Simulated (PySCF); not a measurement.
How methods differ on the excitation energy of Cu⁺

Cu⁺ [Ar] 3d10 (1S) → Cu⁺ [Ar] 3d9 4p1 (high-spin determinant), as a difference of total energies. All numbers are calculated (PySCF 2.14, scalar relativity by spin-free X2C-1e, in aug-cc-pVTZ-DK). Correlated levels: valence: [Ar] frozen. The calculations carry no spin-orbit coupling.

```csv
method,excitation energy (eV)
UHF,5.898
LDA,8.831
PBE,8.308
PBE0,7.896
r2SCAN,7.836
M06-2X,7.671
PW91,8.346
wB97M-V,8.214
B97-3,8.074
MP2 (valence),9.059
SCS-MP2 (valence),8.740
```

Problem. How much does correlation contribute at MP2 (valence)?

Solution. 9.059 − (5.898) = 3.161 eV, measured against UHF.

A first-order spin-orbit estimate (lowest level to lowest level, LS coupling) adds -0.077 eV.

The determinant of the upper state mixes LS terms, which raises its energy above the lowest term, most at the Hartree-Fock and MP2 levels.
